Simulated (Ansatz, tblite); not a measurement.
Cost and result up the ladder for CuTe2 (the lowest doublet isomer of a short search) (3 atoms). Charge 0, multiplicity 2. Geometry: PBE-D4/def2-TZVP.

Cartesian coordinates in Å:
```
Cu -1.011 0.852 -0.253
Te -0.031 -1.338 -0.802
Te 1.042 0.486 1.055
```

Ansatz on 2 threads of Arm Neoverse V2 on a shared host; xTB runs through tblite on one thread. Times are rough, summed over both states, and most runs start from the orbitals of an earlier one. ωB97X-V/def2-TZVP serves as the yardstick here, not as an exact answer. Differences are given only for rows in sets of like size (and for xTB, whose basis is part of the method), since another set adds its own error. The other state is a quartet at its own geometry.

In the def2 sets Te takes a core potential; there is no spin–orbit coupling. The xTB rows come from tblite. HSE06 is defined as in plane-wave codes, on full-range PBE exchange. Correlated methods freeze 17 core orbitals; core or outer-core shells of Te are correlated, in sets that lack core-valence functions. The rows differ in basis, and correlated rows in double-zeta sets carry the largest basis error. In CCSD on the charge 0 quartet the largest single amplitude is 0.67, so its Hartree–Fock determinant may place the open shell otherwise than the density functionals do. The structure comes from a short search, and lower isomers may exist.

Run but left out: HF/STO-3G (doublet: ⟨S²⟩ 1.76, where a pure state has 0.75); HF/def2-SVP, HF/def2-TZVP, MP2/def2-SVP, MP2/def2-TZVP (quartet: a determinant that CCSD turns far, T1 0.079).

Correlated methods converge slowly with the basis, most of all in double-zeta sets.

xTB has no spin-polarisation term.

| level | functions | wall time | quartet − doublet (eV) | difference from ωB97X-V/def2-TZVP (eV) | remarks |
| --- | --- | --- | --- | --- | --- |
| GFN1-xTB | 27 | 0.007 s | 3.17 | 1.45 | – |
| GFN2-xTB | 27 | 0.007 s | 3.80 | 2.08 | – |
| PBE-D4/def2-TZVP | 145 | 11 s | 1.27 | -0.45 | – |
| BLYP-D4/def2-TZVP | 145 | 12 s | 1.24 | -0.48 | – |
| HSE06-D4/def2-TZVP | 145 | 18 s | 1.46 | -0.26 | – |
| PBE0-D4/def2-TZVP (with forces) | 145 | 22 s | 1.46 | -0.26 | – |
| RPA@PBE/def2-TZVP | 145 | 24 s | 1.34 | -0.38 | – |
| BHLYP-D4/def2-TZVP | 145 | 27 s | 1.64 | -0.08 | – |
| r2SCAN-D4/def2-TZVP (with forces) | 145 | 28 s | 1.25 | -0.48 | – |
| CCSD(T)/def2-SVP | 83 | 30 s | 1.81 | – | large T1 (0.079) (quartet) |
| r2SCANh-D4/def2-TZVP | 145 | 35 s | 1.31 | -0.41 | – |
| r2SCAN0-D4/def2-TZVP | 145 | 36 s | 1.42 | -0.30 | – |
| B97M-V/def2-TZVP | 145 | 45 s | 1.32 | -0.40 | – |
| ωB97X-V/def2-TZVP | 145 | 56 s | 1.72 | 0.00 | – |
